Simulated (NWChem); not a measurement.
Species: SiH3Br; SMILES [SiH3]Br

```xyz
5

Si     0.0000     0.0000    -1.4171
Br     0.0000     0.0000     0.8093
H      0.9974     0.9974    -1.8938
H     -1.3624     0.3651    -1.8938
H      0.3651    -1.3624    -1.8938
```
Atoms are numbered in this order, from 1.

Results from NWChem. The geometry was optimised at PBE0/def2-SVP. Level: PBE0/def2-SVPD; rows give the wavelength of the field.

For field 400 nm:

* **isotropic polarisability (bohr³)**: 54.2
* **anisotropy (bohr³)**: 18.0

Question: Estimate the same quantities for field static.

Answer: 
* **isotropic polarisability (bohr³)**: 50.4
* **anisotropy (bohr³)**: 15.9
